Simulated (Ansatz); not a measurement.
Ansatz (a program for electronic structure) input:

Ansatz 0.2 input:
```yaml
crystal:
  periodic: [false, false, false]
  atoms:
    - {symbol: F, position_ang: [-0.76259456, 1.64911822, -0.49284179]}
    - {symbol: C, position_ang: [-0.68044371, 0.76889691, 0.52664285]}
    - {symbol: Cl, position_ang: [-2.01199820, -0.57034222, 0.01137395]}
    - {symbol: Br, position_ang: [1.28999951, -0.27884651, 0.03092463]}
basis:
  gaussian:
    orbitals: def2-TZVP
hamiltonian:
  xc: b3lyp
  dispersion: d3bj
total_charge: -1
phonons: {temperatures: {t_min: 298.15, t_max: 298.15, t_step: 100}}
```

### Question
Which total energy does the run end on?

### Answer
-3172.43267 Eh (B3LYP-D3(BJ)/def2-TZVP). The basis has 147 functions. The run takes around 90 core-seconds (rough).

It need not be the lowest isomer of its formula. Whether it binds its extra electron was not tested at this geometry.
